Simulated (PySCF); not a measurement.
# C⁺: ionisation energy

C⁺ [He] 2s2 2p1 (2P) → C²⁺ [He] 2s2 (1S), as a difference of total energies. All numbers are calculated (PySCF 2.14, the spin-free X2C one-electron Hamiltonian (Gaussian nucleus), in aug-cc-pVQZ-DK (6s5p4d3f2g, 80 functions)). Correlated levels: valence: 1s2 frozen. The calculations carry no spin-orbit coupling.

Q: Order these methods by the ionisation energy they give, lowest first.
A. MP2 (valence)
B. SCS-MP2 (valence)
C. CCSD(T) (valence)
D. UHF

A: D (24.166 eV), C (24.273 eV), B (24.373 eV), A (24.412 eV).

A first-order spin-orbit estimate (lowest level to lowest level, LS coupling) adds 0.005 eV.

Errors of the correlated levels include the incompleteness of this basis and the frozen core.

The coupled-cluster amplitudes are large for C²⁺ (T1 above 0.03 or a double amplitude above 0.15), so a single reference is strained.

For comparison: 24.383 eV (measured; NIST Atomic Spectra Database, ionization energies).
